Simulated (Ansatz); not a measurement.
Two isomers of C4H6F4: A = `FC(F)CCC(F)F`, B = `FC[C@@H](F)[C@H](F)CF`.

Calculated with Ansatz (gas phase, PBE0-D4/def2-TZVP geometries, no zero-point term in ΔE). CCSD(T)/CBS is the MP2 limit (def2-TZVPP, def2-QZVPP) plus CCSD(T) − MP2 in def2-TZVPP, frozen cores. Functionals use def2-TZVPP. One conformer a species, not always the lowest.

(1) Which isomer does CCSD(T)/CBS put lower? Give the gap. (An estimate is asked.)

(2) Give E(B) − E(A) in kJ/mol with CCSD/def2-TZVPP, LDA (SPW92), BLYP-D4, ωB97M-V, B2PLYP, MP2/def2-TZVPP, r2SCAN-D4. (An estimate is asked.)

Largest T1 diagnostic: 0.011.

Results:

(1) Computed: A, by 81.0 kJ/mol.

(2) Ansatz gave: CCSD/def2-TZVPP 81.7, LDA (SPW92) 90.4, BLYP-D4 75.0, ωB97M-V 81.9, B2PLYP 80.3, MP2/def2-TZVPP 87.2, r2SCAN-D4 84.9. None reverses the order clearly.

Leaving LDA and LC-ωPBE aside and taking each functional with its dispersion term where it has one, the values, not all of them listed here, spread over 11.8 kJ/mol, from BLYP-D4 to PBE-QIDH. LDA lies +9.2 kJ/mol from PBE without D4. At CCSD(T), def2-SVP lies +16.5 kJ/mol from the extrapolated value and def2-TZVPP +1.9 kJ/mol.
